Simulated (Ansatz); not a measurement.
Geometry optimisation, Ansatz, RKS PBE-D4/def2-mTZVP.

Input:

```yaml
crystal:
  periodic: [false, false, false]
  atoms:
    - { symbol: Al, position_ang: [-0.083384, -0.222765, 0.040248] }
    - { symbol: O, position_ang: [-0.197984, -0.211219, 1.79733] }
    - { symbol: Si, position_ang: [-1.340023, -0.512264, 2.969638] }
    - { symbol: H, position_ang: [-2.452189, -1.363707, 2.432273] }
    - { symbol: H, position_ang: [-0.693345, -1.215408, 4.120512] }
    - { symbol: H, position_ang: [-1.910292, 0.782109, 3.460802] }
    - { symbol: H, position_ang: [1.392059, -0.166193, -0.541966] }
    - { symbol: H, position_ang: [-1.430535, -0.380457, -0.789728] }
    - { symbol: Br, position_ang: [0.239874, 3.19058, 1.154343] }
    - { symbol: H, position_ang: [0.253521, 1.938924, 2.00265] }
basis:
  gaussian: { orbitals: def2-mTZVP }
hamiltonian:
  xc: pbe
  dispersion: d4
relax:
  f_tol: 0.03
  max_steps: 50
```

Run as:

```bash
$ ansatz run input.yaml --threads 4 --pin off --max-ram 5120MiB --backend cpu --events-out ev --progress --plain --runs-dir out
```

Task: Where does it end, and by what steps?

Result: It converged. The force dipped under the threshold on the way, but the program's further checks kept it going. After 35 steps the energy has fallen by 1.001 eV; H10 moved furthest, 1.04 Å. Parted: Br9–H10 (1.51 → 2.66 Å). Joined: Al1–Br9 (3.61 → 2.35 Å), O2–H10 (2.21 → 0.99 Å).

```json
{"step": "0", "energy less start (eV)": "0.0000", "largest force component (eV/Å)": "0.966", "accepted": "yes"}
{"step": "2", "energy less start (eV)": "-0.1135", "largest force component (eV/Å)": "0.307", "accepted": "yes"}
{"step": "4", "energy less start (eV)": "-0.1376", "largest force component (eV/Å)": "0.445", "accepted": "no"}
{"step": "6", "energy less start (eV)": "-0.1753", "largest force component (eV/Å)": "0.262", "accepted": "yes"}
{"step": "8", "energy less start (eV)": "-0.3189", "largest force component (eV/Å)": "0.846", "accepted": "yes"}
{"step": "10", "energy less start (eV)": "-0.7407", "largest force component (eV/Å)": "0.827", "accepted": "yes"}
{"step": "12", "energy less start (eV)": "-0.8504", "largest force component (eV/Å)": "0.747", "accepted": "yes"}
{"step": "14", "energy less start (eV)": "-0.9519", "largest force component (eV/Å)": "0.118", "accepted": "yes"}
{"step": "16", "energy less start (eV)": "-0.9667", "largest force component (eV/Å)": "0.081", "accepted": "yes"}
{"step": "18", "energy less start (eV)": "-0.9687", "largest force component (eV/Å)": "0.030", "accepted": "yes"}
{"step": "20", "energy less start (eV)": "-0.9733", "largest force component (eV/Å)": "0.074", "accepted": "yes"}
{"step": "22", "energy less start (eV)": "-0.9775", "largest force component (eV/Å)": "0.091", "accepted": "yes"}
{"step": "24", "energy less start (eV)": "-0.9805", "largest force component (eV/Å)": "0.211", "accepted": "no"}
{"step": "26", "energy less start (eV)": "-0.9864", "largest force component (eV/Å)": "0.015", "accepted": "yes"}
{"step": "28", "energy less start (eV)": "-0.9904", "largest force component (eV/Å)": "0.190", "accepted": "yes"}
{"step": "30", "energy less start (eV)": "-0.9975", "largest force component (eV/Å)": "0.035", "accepted": "yes"}
{"step": "32", "energy less start (eV)": "-0.9989", "largest force component (eV/Å)": "0.069", "accepted": "no"}
{"step": "34", "energy less start (eV)": "-1.0000", "largest force component (eV/Å)": "0.070", "accepted": "no"}
{"step": "35", "energy less start (eV)": "-1.0006", "largest force component (eV/Å)": "0.022", "accepted": "yes"}
```

```xyz
10
Properties=species:S:1:pos:R:3
Al -0.143 0.526 0.073
O 0.001 0.152 2.035
Si -1.322 -0.489 2.949
H -1.613 -1.793 2.301
H -0.823 -0.649 4.345
H -2.480 0.447 2.899
H 0.960 -0.383 -0.632
H -1.715 0.286 -0.119
Br 0.515 2.757 0.410
H 0.398 0.984 2.384
```

Whether the end is a true minimum wasn't checked by a vibrational analysis.

Run time: 56 s on 4 threads of Arm Neoverse V2, on a shared host, peak memory 0.18 GiB.
